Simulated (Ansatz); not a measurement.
Program: Ansatz. Geometries: PBE0-D4/def2-TZVP. ΔE: electronic, gas phase. CCSD(T)/CBS adds triple-zeta CCSD(T) − MP2 to the extrapolated MP2 energy (def2 sets, frozen cores). Functionals use def2-TZVPP. For Ge outer-core shells are correlated without core-valence functions, which leaves a few kJ/mol of doubt a bond. Scalar relativity is left out up to krypton. One conformer a species, not always the lowest.

Consider the formal exchange of groups at a Ge–C bond: `C[CH2][Ge][O]C` + `NC1=CS1` → `C[O][Ge][NH2]` + `CCC1=CS1`.

`C[CH2][Ge][O]C`:

Cartesian coordinates in Å:
```
C -1.636 -0.917 -0.033
C -0.348 -1.705 0.140
Ge 1.378 -0.708 0.172
O 0.660 0.918 -0.039
C 1.456 2.075 -0.093
H -1.635 -0.354 -0.968
H -2.512 -1.573 -0.036
H -1.766 -0.187 0.768
H -0.359 -2.290 1.071
H -0.230 -2.459 -0.652
H 2.527 1.855 0.007
H 1.168 2.759 0.711
H 1.297 2.587 -1.048
```

`NC1=CS1`:

Z-matrix (Å, degrees):
```
N
C 1 1.342
H 1 1.006 2 116.4
H 1 1.007 2 117.1 3 142.3
C 2 1.284 1 152.3 3 -162.3
S 2 1.791 1 134.9 3 25.9
H 5 1.071 2 155.4 1 -0.6
```

`C[O][Ge][NH2]`:

```xyz
9

C     1.571    0.393    0.630
O     0.443    0.020   -0.116
Ge   -1.197    0.040    0.621
N    -2.005   -0.531   -0.898
H     1.325    0.684    1.661
H     2.281   -0.439    0.676
H     2.072    1.242    0.152
H    -2.997   -0.682   -0.979
H    -1.494   -0.728   -1.745
```

`CCC1=CS1`:

Z-matrix (Å, degrees):
```
C
C 1 1.521
H 1 1.092 2 111.0
H 1 1.091 2 110.4 3 -119.9
H 1 1.092 2 111.0 3 120.2
C 2 1.462 1 112.8 3 -60.1
H 2 1.096 1 111.1 3 61.3
H 2 1.096 1 111.1 3 178.5
S 6 1.842 2 136.8 1 180.0
C 6 1.275 2 153.8 1 0.0
H 10 1.074 6 152.2 2 -0.0
```

Question: Is it downhill or uphill in electronic energy at CCSD(T)/CBS, and by how much? (Best estimate.)

Answer: The calculation gave: Downhill: ΔE = -118.3 kJ/mol.

Question: What do these levels give: PBE-D4, PBE0-D4, ωB97X-V, ωB97M-V, B2PLYP, r2SCAN, PBE0, HF/def2-TZVPP, CCSD/def2-TZVPP, CCSD(T)/def2-TZVPP, HF/CBS(def2), CCSD/CBS(def2)? (Estimate.)

Answer: Ansatz gave: PBE-D4 -100.9, PBE0-D4 -104.8, ωB97X-V -112.6, ωB97M-V -113.1, B2PLYP -116.3, r2SCAN -110.5, PBE0 -105.6, HF/def2-TZVPP -124.1, CCSD/def2-TZVPP -119.0, CCSD(T)/def2-TZVPP -118.2, HF/CBS(def2) -125.0, CCSD/CBS(def2) -119.2 kJ/mol.

Largest T1 diagnostic among the species: 0.014.

From PBE to PBE0 (25 % exact exchange), in def2-TZVPP and without D4, ΔE moves by −3.8 kJ/mol.
